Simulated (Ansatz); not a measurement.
Compare A (`[CH3][Al]([F])[NH][SiH3]`) with its isomer B (`[CH3][Al]([NH2])[SiH2]F`).

Calculated with Ansatz (gas phase, PBE0-D4/def2-TZVP geometries, no zero-point term in ΔE). CCSD(T)/CBS is the MP2 limit (def2-TZVPP, def2-QZVPP) plus CCSD(T) − MP2 in def2-TZVPP, frozen cores. DFT in def2-TZVPP. B3LYP here is the variant with VWN-RPA as its local correlation; programs differ in this. One conformer a species, not always the lowest.

(1) Which is lower in electronic energy at CCSD(T)/CBS, and by how much? (Best estimate.)

(2) Give E(B) − E(A) in kJ/mol with ωB97M-V, B3LYP, PBE0-D4, r2SCAN-D4, CCSD(T)/def2-TZVPP, CCSD/def2-TZVPP, HF/def2-TZVPP. (An estimate is asked.)

Largest T1 diagnostic: 0.012.

Answers

(1) Computed: A, by 126.2 kJ/mol.

(2) Computed: ωB97M-V 128.7, B3LYP 119.5, PBE0-D4 112.2, r2SCAN-D4 122.4, CCSD(T)/def2-TZVPP 127.4, CCSD/def2-TZVPP 128.0, HF/def2-TZVPP 131.9. None reverses the order clearly.

The D4 term adds +3.1 kJ/mol with B3LYP and +1.5 kJ/mol with PBE0; it sums over pairs of atoms, weighted by their polarisabilities, and B3LYP, whose exchange is more repulsive, gets the larger term. From PBE to PBE0 (25 % exact exchange), in def2-TZVPP and without D4, E(B) − E(A) moves by +6.9 kJ/mol.
